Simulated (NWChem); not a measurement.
System: CH3FO2Si; SMILES O1CO[SiH]1F

NWChem input:

```
start job
memory heap 200 mb stack 900 mb global 1100 mb
geometry units angstroms noautosym nocenter noautoz
  F     -0.480192     1.798439     0.000000
  Si     0.444309     0.484654     0.000000
  O     -0.006399    -0.691204    -1.102320
  C     -0.338599    -1.531044     0.000000
  O     -0.006399    -0.691204     1.102320
  H      1.834369     0.969828     0.000000
  H      0.276438    -2.447298     0.000000
  H     -1.412451    -1.787498     0.000000
end
basis spherical
  * library def2-svp
end
dft
  xc pbe0
  iterations 150
end
cosmo
  do_cosmo_smd true
  solvent water
end
task dft energy
```

Parts of the log:

```
             Northwest Computational Chemistry Package (NWChem) 7.3.0
             --------------------------------------------------------

                             Geometry "geometry" -> ""
                             -------------------------

 Output coordinates in angstroms (scale by  1.889725989 to convert to a.u.)

  No.       Tag          Charge          X              Y              Z
 ---- ---------------- ---------- -------------- -------------- --------------
    1 F                    9.0000    -0.48019200     1.79843900     0.00000000
    2 Si                  14.0000     0.44430900     0.48465400     0.00000000
    3 O                    8.0000    -0.00639900    -0.69120400    -1.10232000
    4 C                    6.0000    -0.33859900    -1.53104400     0.00000000
    5 O                    8.0000    -0.00639900    -0.69120400     1.10232000
    6 H                    1.0000     1.83436900     0.96982800     0.00000000
    7 H                    1.0000     0.27643800    -2.44729800     0.00000000
    8 H                    1.0000    -1.41245100    -1.78749800     0.00000000

 Effective nuclear repulsion energy (a.u.)     252.9264917208

                                 NWChem DFT Module
                                 -----------------

 Summary of "ao basis" -> "ao basis" (spherical)
 ------------------------------------------------------------------------------
       Tag                 Description            Shells   Functions and Types
 ---------------- ------------------------------  ------  ---------------------
 F                          def2-svp                 6       14   3s2p1d
 Si                         def2-svp                 8       18   4s3p1d
 O                          def2-svp                 6       14   3s2p1d
 C                          def2-svp                 6       14   3s2p1d
 H                          def2-svp                 3        5   2s1p

 in cosmo_initialize ...
 calling solv_data for solv:h2o

 solvent parameters
 solvname_short: h2o
 solvname_long:  water
 dielec:       78.4000
 dielecinf:     1.7769
 aqueous SMD model solvent descriptors
 dielec:       78.4000
 sola:          0.8200

          ---------------
          -cosmo- solvent
          ---------------
 Cosmo: York-Karplus, doi: 10.1021/jp992097l
 dielectric constant -eps-     =  78.40
 screen = (eps-1)/(eps    )    =   0.98724
 surface charge correction     = lagrangian

   van der Waals surface
 --------------------------

 ---------- ATOMIC COORDINATES (A.U.) ------------ VDWR(ANG.) --
     1   -0.90743130    3.39855692    0.00000000     1.730
     2    0.83962226    0.91586326    0.00000000     2.470
     3   -0.01209236   -1.30618616   -2.08308275     1.520
     4   -0.63985933   -2.89325364    0.00000000     1.850
     5   -0.01209236   -1.30618616    2.08308275     1.520
     6    3.46645477    1.83270918    0.00000000     1.200
     7    0.52239207   -4.62472263    0.00000000     1.200
     8   -2.66914536   -3.37788143    0.00000000     1.200
 number of segments per atom =        128
 number of   points per atom =        128
 atom (   nspa,  nppa )
 ----------------------
    1 (     66,     0 )       0
    2 (     78,     0 )       0
    3 (     40,     0 )       0
    4 (     48,     0 )       0
    5 (     40,     0 )       0
    6 (     30,     0 )       0
    7 (     58,     0 )       0
    8 (     52,     0 )       0
 number of -cosmo- surface points =      412
 molecular surface =    102.258 angstrom**2
 molecular volume  =     89.270 angstrom**3
 -lineq- algorithm             =   0
 -bem- low  level              =   3
 -bem- from -octahedral-
 gaussian surface charge width =   4.50000
 degree of switching           =   1.00000
 switching function tolerance  =   0.00010
 atomic radii =
 --------------
    1  9.000  1.730
    2 14.000  2.470
    3  8.000  1.520
    4  6.000  1.850
    5  8.000  1.520
    6  1.000  1.200
    7  1.000  1.200
    8  1.000  1.200
 ...... end of -cosmo- initialization ......

 nat:                     8
 ixmem:                  3618
 calling mnsol_interface()
 G(SMD-CDS) energy (kcal/mol)  =     2.492
 SMD-CDS SASA (angstrom**2)    =   125.325

            General Information
            -------------------
          SCF calculation type: DFT
          Wavefunction type:  closed shell.
          No. of atoms     :     8
          No. of electrons :    48
           Alpha electrons :    24
            Beta electrons :    24
          Charge           :     0
          Spin multiplicity:     1
          Use of symmetry is: off; symmetry adaption is: off
          Maximum number of iterations: 150
          AO basis - number of functions:    89
                     number of shells:    41
          Convergence on energy requested:  1.00D-06
          Convergence on density requested:  1.00D-05
          Convergence on gradient requested:  5.00D-04

              XC Information
              --------------
                         PBE0 Method XC Functional
                     Hartree-Fock (Exact) Exchange  0.250
          PerdewBurkeErnzerhof Exchange Functional  0.750
            Perdew 1991 LDA Correlation Functional  1.000 local
           PerdewBurkeErnz. Correlation Functional  1.000 non-local

             Grid Information
             ----------------
          Grid used for XC integration:  medium
          Radial quadrature: Mura-Knowles
          Angular quadrature: Lebedev.
          Tag              B.-S. Rad. Rad. Pts. Rad. Cut. Ang. Pts.
          ---              ---------- --------- --------- ---------
          F                   0.50       49          11.0       434
          Si                  1.10       88           9.0       590
          O                   0.60       49           8.0       434
          C                   0.70       49          10.0       434
          H                   0.35       45          11.0       434
          Grid pruning is: on
          Number of quadrature shells:   419
          Spatial weights used:  Erf1

      Superposition of Atomic Density Guess
      -------------------------------------

 Sum of atomic energies:        -576.53601100

      Non-variational initial energy
      ------------------------------

 Total energy =    -578.436056
 1-e energy   =   -1300.891533
 2-e energy   =     469.528985
 HOMO         =      -0.353099
 LUMO         =       0.066303

   convergence    iter        energy       DeltaE   RMS-Dens  Diis-err
 ---------------- ----- ----------------- --------- --------- ---------
     COSMO gas phase
 d= 0,ls=0.0,diis     1   -578.9216866540 -8.32D+02  1.71D-02  1.19D+00
 d= 0,ls=0.0,diis     2   -578.8560685176  6.56D-02  8.85D-03  2.16D+00
 d= 0,ls=0.0,diis     3   -579.0562481722 -2.00D-01  1.06D-03  1.35D-02
 d= 0,ls=0.0,diis     4   -579.0572554726 -1.01D-03  3.40D-04  1.74D-03
 d= 0,ls=0.0,diis     5   -579.0574126246 -1.57D-04  8.54D-05  1.45D-04
  Resetting Diis
 d= 0,ls=0.0,diis     6   -579.0574260913 -1.35D-05  2.39D-05  9.34D-06
 d= 0,ls=0.0,diis     7   -579.0574268926 -8.01D-07  1.50D-05  9.80D-07
 d= 0,ls=0.0,diis     8   -579.0574268212  7.13D-08  8.39D-06  1.79D-06

   convergence    iter        energy       DeltaE   RMS-Dens  Diis-err
 ---------------- ----- ----------------- --------- --------- ---------
     COSMO solvation phase
 d= 0,ls=0.0,diis     1   -579.0625866145 -5.16D-03  1.58D-03  3.86D-03
 d= 0,ls=0.0,diis     2   -579.0634743430 -8.88D-04  3.48D-04  1.76D-03
 d= 0,ls=0.0,diis     3   -579.0635914395 -1.17D-04  1.63D-04  5.29D-04
 d= 0,ls=0.0,diis     4   -579.0636414455 -5.00D-05  2.52D-05  6.48D-06
 d= 0,ls=0.0,diis     5   -579.0636420190 -5.74D-07  8.52D-06  1.49D-06

         Total DFT energy =     -579.063642019011
      One electron energy =    -1303.782888686051
           Coulomb energy =      526.335057039739
    Exchange-Corr. energy =      -54.818962119067
 Nuclear repulsion energy =      252.926491720759

             COSMO energy =        0.276660025610

 Numeric. integr. density =       47.999998955477

                                COSMO-SMD solvation results
                                ---------------------------

             internal energy in gas <Psi(g)|H|Psi(g)> =      -579.057426821235
         internal energy in solvent <Psi(s)|H|Psi(s)> =      -579.056213845814
                               delta internal energy  =         0.001212975421 (    0.76 kcal/mol)
   total free energy in solvent <Psi(s)|H+V/2|Psi(s)> =      -579.067613216262
 polarization energy contribution <Psi(s)|V/2|Psi(s)> =        -0.011399370447 (   -7.15 kcal/mol)
    total free energy in solvent including G(SMD-CDS) =      -579.063642019011
                       G(SMD-CDS) energy contribution =         0.003971197250 (    2.49 kcal/mol)
     1 M fixed-concentration free energy of solvation =        -0.006215197776 (   -3.90 kcal/mol)

                       DFT Final Molecular Orbital Analysis
                       ------------------------------------

 Vector   22  Occ=2.000000D+00  E=-3.590242D-01
              MO Center= -2.3D-02, -7.0D-01,  6.3D-09, r^2= 2.1D+00
   Bfn.  Coefficient  Atom+Function         Bfn.  Coefficient  Atom+Function
  ----- ------------  ---------------      ----- ------------  ---------------
    38      0.436933  3 O  pz                66      0.436933  5 O  pz
    41      0.324368  3 O  pz                69      0.324368  5 O  pz
    52     -0.136045  4 C  pz                24     -0.130192  2 Si pz
    37      0.097122  3 O  py                65     -0.097122  5 O  py
    34     -0.074688  3 O  s                 62      0.074688  5 O  s

 Vector   23  Occ=2.000000D+00  E=-3.523669D-01
              MO Center=  3.2D-03, -6.5D-01,  4.7D-09, r^2= 1.9D+00
   Bfn.  Coefficient  Atom+Function         Bfn.  Coefficient  Atom+Function
  ----- ------------  ---------------      ----- ------------  ---------------
    36      0.413286  3 O  px                64     -0.413286  5 O  px
    39      0.326770  3 O  px                67     -0.326770  5 O  px
    37     -0.174591  3 O  py                65      0.174591  5 O  py
    40     -0.137317  3 O  py                68      0.137317  5 O  py
     6      0.073601  1 F  pz                31      0.066176  2 Si d  1

 Vector   24  Occ=2.000000D+00  E=-3.136347D-01
              MO Center= -1.3D-01, -9.9D-01, -1.7D-09, r^2= 2.6D+00
   Bfn.  Coefficient  Atom+Function         Bfn.  Coefficient  Atom+Function
  ----- ------------  ---------------      ----- ------------  ---------------
    36      0.325343  3 O  px                64      0.325343  5 O  px
    85      0.268400  8 H  s                 50     -0.253975  4 C  px
    80     -0.248915  7 H  s                 39      0.239677  3 O  px
    67      0.239677  5 O  px                76     -0.144212  6 H  s
    86      0.141851  8 H  s                 81     -0.132732  7 H  s

 Vector   25  Occ=0.000000D+00  E= 1.895741D-02
              MO Center=  4.8D-01,  4.1D-01,  1.0D-08, r^2= 3.4D+00
   Bfn.  Coefficient  Atom+Function         Bfn.  Coefficient  Atom+Function
  ----- ------------  ---------------      ----- ------------  ---------------
    27      0.885576  2 Si pz                35      0.499200  3 O  s
    63     -0.499200  5 O  s                 24      0.331399  2 Si pz
    55      0.319029  4 C  pz                52      0.232350  4 C  pz
     6      0.189409  1 F  pz                 9     -0.189511  1 F  pz
    21     -0.165972  2 Si pz                34      0.123309  3 O  s

 Vector   26  Occ=0.000000D+00  E= 5.956142D-02
              MO Center=  4.9D-01,  9.2D-01, -2.2D-08, r^2= 3.4D+00
   Bfn.  Coefficient  Atom+Function         Bfn.  Coefficient  Atom+Function
  ----- ------------  ---------------      ----- ------------  ---------------
    18      1.044047  2 Si s                 26      0.849703  2 Si py
    76     -0.807593  6 H  s                  3     -0.556146  1 F  s
    49      0.461794  4 C  s                 81     -0.294762  7 H  s
    17      0.281044  2 Si s                 16      0.213716  2 Si s
    23      0.188729  2 Si py                75     -0.173265  6 H  s

 Vector   27  Occ=0.000000D+00  E= 8.288622D-02
              MO Center=  5.3D-01, -7.2D-01,  1.0D-08, r^2= 4.8D+00
   Bfn.  Coefficient  Atom+Function         Bfn.  Coefficient  Atom+Function
  ----- ------------  ---------------      ----- ------------  ---------------
    18      1.438067  2 Si s                 49     -1.367503  4 C  s
    26     -0.884168  2 Si py                81      0.832781  7 H  s
    86      0.653977  8 H  s                 76     -0.538248  6 H  s
    35     -0.460507  3 O  s                 63     -0.460507  5 O  s
    54      0.338529  4 C  py                40     -0.181810  3 O  py

     Multipole analysis of the density
     ---------------------------------

     L   x y z        total         alpha         beta         nuclear
     -   - - -        -----         -----         ----         -------
     0   0 0 0      0.000000    -24.000000    -24.000000     48.000000

     1   1 0 0      0.431086     -0.221906     -0.221906      0.874898
     1   0 1 0     -0.384197      0.317550      0.317550     -1.019297
     1   0 0 1     -0.000000     -0.000000     -0.000000      0.000000

     2   2 0 0    -23.881792    -31.517296    -31.517296     39.152800
     2   1 1 0      2.214757     -2.554425     -2.554425      7.323608
     2   1 0 1      0.000000      0.000000      0.000000      0.000000
     2   0 2 0    -23.916266   -126.645834   -126.645834    229.375401
     2   0 1 1     -0.000000     -0.000000     -0.000000      0.000000
     2   0 0 2    -28.958887    -49.193314    -49.193314     69.427740
```

Level: PBE0/def2-SVP, SMD on the gas-phase geometry. Structure relaxed at the PBE0/def2-SVP level. Solvent: water.
